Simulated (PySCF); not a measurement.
## Calculated data, CH6BGeN, BGeH3O, CH5Ge, BGeH5NO and others

Computed with PySCF 2.14.0. Calculation on a computer-drawn molecule: the log of a Hartree-Fock and frozen-core CCSD(T) single point meant for a local Hartree-Fock minimum, with one planted fault or none, to be diagnosed. Offsets are logged minus clean, where the clean run is the same molecule without the fault. The reference is restricted for singlets and unrestricted otherwise, and also for a bond in bohr or an excited solution. Adding or removing an electron swaps singlet and doublet. The excited solution moves the top pair (singlet) or top alpha electron (doublet) to the lowest empty orbital. Highest occupied and lowest empty are orbital energies over both spins, largest force is the largest gradient component, triples share is (T) over the correlation energy, the T1 limit is 0.02 restricted and 0.045 unrestricted, electrons count all cores, a negative frequency is imaginary (commonest isotopes), and the dipole is about the centre of nuclear charge; on germanium a core potential holds 10 electrons, which the energies leave out, and 3d is frozen in MP2 and coupled-cluster steps.

Common to all runs: logged SCF converged yes; logged CC converged yes; logged SCF stable within its kind yes; possible faults no fault, one electron removed, one electron added, multiplicity raised by two, geometry at a saddle point, SCF held on an excited solution, minimal basis STO-3G, one bond length entered in bohr, all coordinates scaled.

(1) 
```xyz
10
formula=CH6BGeN meant_charge=0 meant_multiplicity=1 meant_basis=cc-pVDZ meant_basis_and_core_potential_on_germanium=cc-pVDZ-PP_ECP10MDF logged_electrons=56 logged_basis_functions=95 logged_spin_squared=1.1377 logged_highest_occupied=-8.8205 logged_lowest_empty=1.1151 logged_largest_force=0.026658 logged_T1_diagnostic=0.051867 logged_D1_diagnostic=0.2476 logged_triples_share=0.033953 logged_dipole_magnitude=2.3724 logged_energy_HF=-413.71869 logged_energy_CCSD(T)=-414.25274 planted_fault=one_bond_length_entered_in_bohr,row_2_of_the_drawn_bonds HF_energy_offset_from_clean_run=50.05 CCSD(T)_energy_offset_from_clean_run=67.63
C      1.0057     0.3300    -1.8758
B     -0.0202    -0.3055    -0.8747
Ge    -3.7371     1.0229    -0.5425
N     -4.5278     2.1257    -1.5548
H      1.6856     0.9419    -1.2629
H      0.5777     0.9812    -2.6389
H      1.6349    -0.4276    -2.3519
H      0.3239    -1.1995    -0.1515
H     -4.5941     0.5019     0.6115
H     -3.9385     2.4524    -2.3092
```

Units: logged_highest_occupied, logged_lowest_empty in eV; logged_largest_force in hartree/bohr; logged_dipole_magnitude in debye; logged_energy_HF, logged_energy_CCSD(T) in hartree; HF_energy_offset_from_clean_run, CCSD(T)_energy_offset_from_clean_run in kcal/mol.

Drawn bonds:
```csv
atom,other atom,order
1,2,1
2,3,1
3,4,2
1,5,1
1,6,1
1,7,1
2,8,1
3,9,1
4,10,1
```

Notes: T1 above single-reference limit.

(2) 
```xyz
6
formula=BGeH3O meant_charge=0 meant_multiplicity=1 meant_basis=cc-pVDZ meant_basis_and_core_potential_on_germanium=cc-pVDZ-PP_ECP10MDF logged_electrons=48 logged_basis_functions=66 logged_spin_squared=0.8781 logged_highest_occupied=-9.7686 logged_lowest_empty=0.21491 logged_largest_force=0.022606 logged_T1_diagnostic=0.078718 logged_D1_diagnostic=0.25926 logged_triples_share=0.04101 logged_dipole_magnitude=4.0896 logged_energy_HF=-394.46608 logged_energy_CCSD(T)=-394.87035 planted_fault=one_bond_length_entered_in_bohr,row_4_of_the_drawn_bonds HF_energy_offset_from_clean_run=74.85 CCSD(T)_energy_offset_from_clean_run=76.15
B      0.9827     1.4998     1.4577
Ge     0.0796     0.1408     0.1696
O      0.3303    -1.4626     0.2202
H      2.0309     1.9946     1.1675
H     -0.0162     2.0473     3.4075
H     -0.8732     0.7550    -0.8723
```

Units: logged_highest_occupied, logged_lowest_empty in eV; logged_largest_force in hartree/bohr; logged_dipole_magnitude in debye; logged_energy_HF, logged_energy_CCSD(T) in hartree; HF_energy_offset_from_clean_run, CCSD(T)_energy_offset_from_clean_run in kcal/mol.

Drawn bonds:
```csv
atom,other atom,order
1,2,1
2,3,2
1,4,1
1,5,1
2,6,1
```

Notes: T1 above single-reference limit.

(3) 
```xyz
10
formula=CH6BGeN meant_charge=0 meant_multiplicity=1 meant_basis=cc-pVDZ meant_basis_and_core_potential_on_germanium=cc-pVDZ-PP_ECP10MDF logged_electrons=56 logged_basis_functions=95 logged_spin_squared=0 logged_highest_occupied=-7.9915 logged_lowest_empty=2.2172 logged_largest_force=3.509e-05 logged_lowest_frequency=176.69 logged_T1_diagnostic=0.013495 logged_D1_diagnostic=0.042642 logged_triples_share=0.032489 logged_dipole_magnitude=1.4607 logged_energy_HF=-413.78658 logged_energy_CCSD(T)=-414.33425 planted_fault=no_fault HF_energy_offset_from_clean_run=0 CCSD(T)_energy_offset_from_clean_run=0
B     -2.7272     0.2148    -0.4360
C     -1.5972     0.7012    -1.0559
N     -0.7108     0.3307    -2.0996
Ge    -1.0011     2.2404     0.0234
H     -3.6639    -0.1020     0.1993
H     -1.0646    -0.4451    -2.6295
H     -0.5629     1.0903    -2.7417
H     -0.8321     3.4518    -0.9075
H     -2.0488     2.5749     1.0916
H      0.3462     1.9459     0.6894
```

Units: logged_highest_occupied, logged_lowest_empty in eV; logged_largest_force in hartree/bohr; logged_lowest_frequency in cm⁻¹; logged_dipole_magnitude in debye; logged_energy_HF, logged_energy_CCSD(T) in hartree; HF_energy_offset_from_clean_run, CCSD(T)_energy_offset_from_clean_run in kcal/mol.

Drawn bonds:
```csv
atom,other atom,order
1,2,2
2,3,1
2,4,1
1,5,1
3,6,1
3,7,1
4,8,1
4,9,1
4,10,1
```

(4) 
```xyz
7
formula=CH5Ge meant_charge=-1 meant_multiplicity=1 meant_basis=aug-cc-pVDZ meant_basis_and_core_potential_on_germanium=aug-cc-pVDZ-PP_ECP10MDF logged_electrons=44 logged_basis_functions=100 logged_spin_squared=0.939 logged_highest_occupied=-1.1932 logged_lowest_empty=3.517 logged_largest_force=0.04418 logged_T1_diagnostic=0.07611 logged_D1_diagnostic=0.38717 logged_triples_share=0.034435 logged_dipole_magnitude=3.6235 logged_energy_HF=-334.06405 logged_energy_CCSD(T)=-334.36929 planted_fault=one_bond_length_entered_in_bohr,row_1_of_the_drawn_bonds HF_energy_offset_from_clean_run=42.22 CCSD(T)_energy_offset_from_clean_run=56.62
C     -0.4741     2.4153    -0.6683
Ge     0.6917    -1.2857    -0.2227
H      0.3127     2.9907    -1.1700
H     -1.3618     2.4466    -1.3109
H     -0.7171     2.9194     0.2728
H     -0.4916    -1.7465     0.7742
H      1.7638    -1.0139     0.9533
```

Units: logged_highest_occupied, logged_lowest_empty in eV; logged_largest_force in hartree/bohr; logged_dipole_magnitude in debye; logged_energy_HF, logged_energy_CCSD(T) in hartree; HF_energy_offset_from_clean_run, CCSD(T)_energy_offset_from_clean_run in kcal/mol.

Drawn bonds:
```csv
atom,other atom,order
1,2,1
1,3,1
1,4,1
1,5,1
2,6,1
2,7,1
```

Notes: T1 above single-reference limit.

(5) 
```xyz
9
formula=BGeH5NO meant_charge=0 meant_multiplicity=2 meant_basis=cc-pVDZ meant_basis_and_core_potential_on_germanium=cc-pVDZ-PP_ECP10MDF logged_electrons=56 logged_basis_functions=90 logged_spin_squared=0 logged_highest_occupied=-17.223 logged_lowest_empty=-7.1346 logged_largest_force=0.0986 logged_T1_diagnostic=0.021694 logged_D1_diagnostic=0.08771 logged_triples_share=0.031095 logged_dipole_magnitude=2.9343 logged_energy_HF=-450.02401 logged_energy_CCSD(T)=-450.60702 planted_fault=one_electron_removed HF_energy_offset_from_clean_run=186.8 CCSD(T)_energy_offset_from_clean_run=183
B     -1.0634     1.1130     0.4537
N     -0.5993    -0.1983     0.6021
Ge     0.0217    -1.3046    -0.7577
O     -1.0637    -1.1514    -2.1556
H     -1.4234     1.7470     1.4097
H     -1.0975     1.6079    -0.6457
H     -0.5617    -0.5752     1.5315
H     -0.0946    -2.7625    -0.2777
H     -1.2443    -0.2629    -2.4295
```

Units: logged_highest_occupied, logged_lowest_empty in eV; logged_largest_force in hartree/bohr; logged_dipole_magnitude in debye; logged_energy_HF, logged_energy_CCSD(T) in hartree; HF_energy_offset_from_clean_run, CCSD(T)_energy_offset_from_clean_run in kcal/mol.

Drawn bonds:
```csv
atom,other atom,order
1,2,1
2,3,1
3,4,1
1,5,1
1,6,1
2,7,1
3,8,1
4,9,1
```

Notes: T1 above single-reference limit.

(6) 
```xyz
11
formula=CH7B2Ge meant_charge=1 meant_multiplicity=1 meant_basis=cc-pVDZ meant_basis_and_core_potential_on_germanium=cc-pVDZ-PP_ECP10MDF logged_electrons=54 logged_basis_functions=100 logged_spin_squared=2.0126 logged_highest_occupied=-11.631 logged_lowest_empty=-6.6998 logged_largest_force=0.043673 logged_T1_diagnostic=0.021161 logged_D1_diagnostic=0.0789 logged_triples_share=0.031332 logged_dipole_magnitude=8.2294 logged_energy_HF=-384.22595 logged_energy_CCSD(T)=-384.66935 planted_fault=multiplicity_raised_by_two HF_energy_offset_from_clean_run=90.44 CCSD(T)_energy_offset_from_clean_run=93.36
B      1.6108     1.0326    -1.1767
C      0.5398     1.0034    -0.2187
Ge    -0.3236    -0.9436    -0.4632
B     -1.9251    -1.0226     0.8762
H      2.4618     0.9722    -1.9835
H     -0.2689     1.7081    -0.4300
H      0.8680     1.0471     0.8232
H      0.8455    -1.8828    -0.1820
H     -0.6866    -0.9861    -1.9451
H     -2.5340    -2.0447     0.9279
H     -2.2030    -0.0785     1.5467
```

Units: logged_highest_occupied, logged_lowest_empty in eV; logged_largest_force in hartree/bohr; logged_dipole_magnitude in debye; logged_energy_HF, logged_energy_CCSD(T) in hartree; HF_energy_offset_from_clean_run, CCSD(T)_energy_offset_from_clean_run in kcal/mol.

Drawn bonds:
```csv
atom,other atom,order
1,2,1
2,3,1
3,4,1
1,5,1
2,6,1
2,7,1
3,8,1
3,9,1
4,10,1
4,11,1
```
